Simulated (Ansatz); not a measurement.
C2HF2Si (`C#C[Si](F)F`) radical, relaxed with UKS PBE0-D4/def2-TZVP in Ansatz 0.2.0 from a PBE-D4/def2-SVP geometry. The force threshold is 0.005 eV/Å; the program also tests the step.

Total charge 0; spin multiplicity 2.

Start:

```xyz
6

C     0.421    1.690    0.284
C     0.100    0.529    0.032
Si   -0.494   -1.079   -0.590
F    -1.512   -1.744    0.501
F     0.771   -2.101   -0.753
H     0.714    2.705    0.527
```

```json
{"step": "1", "energy (eV)": "-15394.3178", "largest force (eV/Å)": "1.834", "largest move (Å)": "0.000"}
{"step": "2", "energy (eV)": "-15394.3971", "largest force (eV/Å)": "0.859", "largest move (Å)": "0.036"}
{"step": "3", "energy (eV)": "-15394.4228", "largest force (eV/Å)": "0.068", "largest move (Å)": "0.023"}
{"step": "4", "energy (eV)": "-15394.4229", "largest force (eV/Å)": "0.016", "largest move (Å)": "0.002"}
{"step": "5", "energy (eV)": "-15394.4229", "largest force (eV/Å)": "0.013", "largest move (Å)": "0.001"}
{"step": "6", "energy (eV)": "-15394.4229", "largest force (eV/Å)": "0.012", "largest move (Å)": "0.005"}
{"step": "7 (rejected)", "energy (eV)": "-15394.4229", "largest force (eV/Å)": "0.024", "largest move (Å)": "0.001"}
{"step": "8", "energy (eV)": "-15394.4230", "largest force (eV/Å)": "0.003", "largest move (Å)": "0.001"}
```

End:

```xyz
6

C     0.414    1.664    0.280
C     0.097    0.527    0.027
Si   -0.487   -1.074   -0.580
F    -1.474   -1.715    0.486
F     0.746   -2.063   -0.734
H     0.704    2.661    0.522
```

Hardware: 4 threads of a server CPU on a shared host. Wall time 25 s, peak host memory 0.42 GiB.
